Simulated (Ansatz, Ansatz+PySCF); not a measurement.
```xyz
3

H     0.0000    0.0000   -2.0087
Be    0.0000    0.0000    0.0000
H     0.0000    0.0000    2.0087
```

Basis set: 6-31G (spherical functions). All electrons are correlated. Charge 0, multiplicity 1.

Computed with Ansatz (development build ahead of 0.2.0); each method stands on the lowest determinant of its kind that the runs found. Restricted open shells among the atoms or ions are ROHF, correlated in semicanonical orbitals with singles.

The atomization energy at this shape (free ground-state atoms in the same class of orbitals less the molecule, no zero-point energy) of singlet BeH₂:

```json
{"method": "PBE0 (unrestricted)", "atomization energy": "75.98 kcal/mol"}
{"method": "RHF-CCSD(T)", "atomization energy": "56.89 kcal/mol"}
{"method": "UHF-MP2", "atomization energy": "53.10 kcal/mol"}
{"method": "RHF", "atomization energy": "44.92 kcal/mol"}
```

Q: What does RHF-MP2 give?

A: 54.33 kcal/mol. Caution for RHF-CCSD(T), RHF-MP2, UHF-MP2: bonds are stretched, where a single reference can fail. Caution for UHF-MP2: another reference gives a lower total; the unrestricted determinant is spin contaminated.

This basis has no polarisation functions and is too small for such energies, which can lie far from measured ones in either direction.
